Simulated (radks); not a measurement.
Neutral niobium, 41 electrons, occupied as [Kr] 4d4 5s1. Calculated with a radial shooting solver on a logarithmic mesh with Libxc functionals: scalar-relativistic Kohn-Sham, OLYP, spin-polarised, spherical densities, finite nucleus; open shells are filled with parallel spins first (spin-orbit coupling, left out, can overturn this in heavy ions); Fermi nuclear charge, rms radius 4.324 fm.

Local quantities along the radius. ELF = 1/(1 + alpha^2) is the electron localisation function; alpha = (tau - tau_W)/tau_unif compares the Pauli kinetic energy density with that of the uniform gas (summed over spins). tau is taken from the large components.

```
   r/bohr * ELF (the largest magnitude, 1, reaches the edge; | marks zero)
 0.001949 |                                                      *
 0.002642 |                                                      *
 0.003609 |                                                      *
 0.004892 |                                                      *
 0.006683 |                                                      *
  0.00913 |                                                      *
  0.01237 |                                                      *
   0.0169 |                                                     *
  0.02291 |                                                    *
   0.0313 |                                           *
  0.04242 |                        *
  0.05795 |                *
  0.07853 |                            *
   0.1073 |                                         *
   0.1454 |                                     *
   0.1986 |                *
   0.2692 |                      *
   0.3678 |                                        *
   0.5025 |                                      *
    0.681 |             *
   0.9303 |                      *
    1.261 |                                         *
    1.723 |                               *
    2.334 |                   *
    3.189 |                    *
    4.322 |                    *
    5.905 |         *
    8.003 | *
    10.93 *
```

On this mesh the ELF has minima near r = 0.058, 0.23, 0.79 bohr, which separate the shells, and maxima near 0.12 (0.77), 0.43 (0.78), 1.3 (0.77), 3.7 (0.40).
